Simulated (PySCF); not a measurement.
H8Si2Sn. Atoms are numbered in the order given.

```xyz
11

Sn     0.0000     0.5792     0.0000
Si     0.0000    -0.8918     2.1062
Si     0.0000    -0.8918    -2.1062
H      1.3857     1.5920     0.0000
H     -1.3851     1.5928     0.0000
H     -1.2164    -1.7610     2.1168
H      0.0053    -0.0575     3.3468
H      1.2113    -1.7682     2.1111
H      1.2113    -1.7682    -2.1111
H      0.0053    -0.0575    -3.3468
H     -1.2164    -1.7610    -2.1168
```

Coordinates come from a PBE0-D3(BJ)/def2-SVP optimisation. The structure was generated by enumeration; whether it is a known compound was not checked. The def2 effective core potentials stand for the cores of Sn; spin–orbit coupling is left out.

All values below come from C-PCM-PBE0/def2-SVP (PySCF).

The values are the electrostatic part of the solvation free energy, E(continuum) − E(gas) at the gas-phase geometry, in a cavity of scaled van der Waals radii (PySCF's table); cavitation and dispersion terms are not included. A continuum can't describe solvent molecules that bind to the metal. In vacuum the orbital gap is 7.53 eV. The dipole moment in vacuum is 0.03 D.

Computed values in water (ε = 78.36), chloroform (ε = 4.71), 2-propanol (ε = 19.26):
```json
[
 {"solvent": "water", "ε": "78.36", "ΔG(elec) (kcal/mol)": "-0.4", "dipole (D)": "0.05", "gap (eV)": "7.54"},
 {"solvent": "chloroform", "ε": "4.71", "ΔG(elec) (kcal/mol)": "-0.3", "dipole (D)": "0.04", "gap (eV)": "7.54"},
 {"solvent": "2-propanol", "ε": "19.26", "ΔG(elec) (kcal/mol)": "-0.4", "dipole (D)": "0.05", "gap (eV)": "7.54"}
]
```
